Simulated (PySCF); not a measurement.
B(F)(GeH3)(OH) (BFGeH4O), SMILES O[B](F)[GeH3].

Geometry optimised at PBE0-D3(BJ)/def2-SVP. This is a generated structure with no PubChem entry under its InChIKey; it may be hypothetical. Other conformers were not sampled.

Two levels are set side by side: TDDFT-PBE/def2-SVPD (PySCF) and TDDFT-B3LYP/def2-SVPD (PySCF). Vertical, same geometry. The lowest singlet is HOMO→LUMO 88 % with PBE and HOMO→LUMO 96 % with the other functional; states are paired by order. Differences are taken from unrounded values.

```csv
quantity,TDDFT-B3LYP,TDDFT-PBE,TDDFT-PBE minus TDDFT-B3LYP
lowest singlet excitation (eV),6.78,6.48,-0.30
lowest triplet excitation (TDA) (eV),5.63,5.36,-0.27
first bright state (f over 0.05) (eV),7.32,6.80,-0.52
its oscillator strength,0.14,0.11,-0.03
```

A lower first singlet is the usual sign of a functional without exact exchange. Differences between two approximate levels are no errors against the true value.

Rough cost on one machine, each run with all the roots and properties that it gave: TDDFT-B3LYP against TDDFT-PBE about 4 times.
